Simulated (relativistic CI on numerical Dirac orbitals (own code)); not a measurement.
## One change at a time: Tm⁸⁺

Base calculation: Dirac-Coulomb-Breit CI, separate exchange-only KLI orbitals for each configuration, model QED (radiative potential, 1s self-energy scaled to tabulated hydrogen-like ionisation energies), unscaled Slater integrals.

Configuration list (outside the closed core [Ar] 3d10 4s2 4d10): 4p6 4f11 5s2 5p2, 4p6 4f9 5s2 5p4, 4p6 4f13 5s2, 4p6 4f12 5s2 5p, 4p6 4f11 5s 5p3, 4p6 4f11 5s2 5p 5d, 4p6 4f11 5p4, 4p6 4f13 5s 5p, 4p6 4f13 5p2, 4p6 4f12 5s2 5d, 4p6 4f12 5s 5p2, 4p6 4f12 5s2 6s, 4p6 4f12 5p3, 4p6 4f12 5s2 6p, 4p6 4f11 5s2 5p 6s, 4p6 4f12 5s2 5f, 4p6 4f12 5s 5p 6s, 4p6 4f12 5s2 5g, 4p6 4f11 5s2 6s2, 4p5 4f13 5s2 5p. The list is cut by size and lacks configurations that can hold low levels.

Variants: (1) P86 correlation estimate; (2) QED terms removed. Shifts of the energy above 4p6 4f9 5s2 5p4 8I°_19/2, in cm⁻¹, for the lowest level and the first level of each name with at least 55 % of one term (blank where a level changes its place among those of its configuration and J or its character, or is not in the variant):

```
                   Level     Base  Δ(1)   Δ(2)
4p6 4f9 5s2 5p4 8I°_19/2      0.0   0.0    0.0
4p6 4f9 5s2 5p4 8H°_13/2   9793.0  -0.5  -44.1
4p6 4f9 5s2 5p4 8G°_15/2  10970.4  -1.4  -21.8
 4p6 4f9 5s2 5p4 8G°_5/2  20223.6  -0.8  -65.3
 4p6 4f9 5s2 5p4 8G°_3/2  21433.8  -0.8  -66.3
 4p6 4f9 5s2 5p4 8G°_1/2  22146.3  -0.7  -67.4
 4p6 4f9 5s2 5p4 8D°_5/2  23920.4  -0.4  -53.9
 4p6 4f9 5s2 5p4 8D°_3/2  24603.8  -1.1  -58.2
4p6 4f9 5s2 5p4 6N°_25/2  37039.4  +0.2  -21.8
```

At this charge configurations can still be misplaced by up to about 7 % of their energy. Terms inside the open d or f shell come out 10 to 20 % too wide with unscaled integrals. Levels and lines within the n = 5 or 6 shells can be off by up to 10 % or somewhat more, and those that change n by about 2 %, since core polarisation is missing. The computed lowest level isn't the tabulated ground level, which NIST ASD gives as 4f11 5s2 5p2 °.

Ionisation energy from the two ground configurations alone: base 150.006 eV; P86 correlation estimate 151.361 eV. The NIST ASD value (theoretical) is 160 eV. The gap of more than 2 % comes from missing correlation, or from a tabulated value that is itself an estimate.

LS names give the leading component of a level, which can be under half, so a name can repeat, a term be missing and a line seem to break the LS rules.
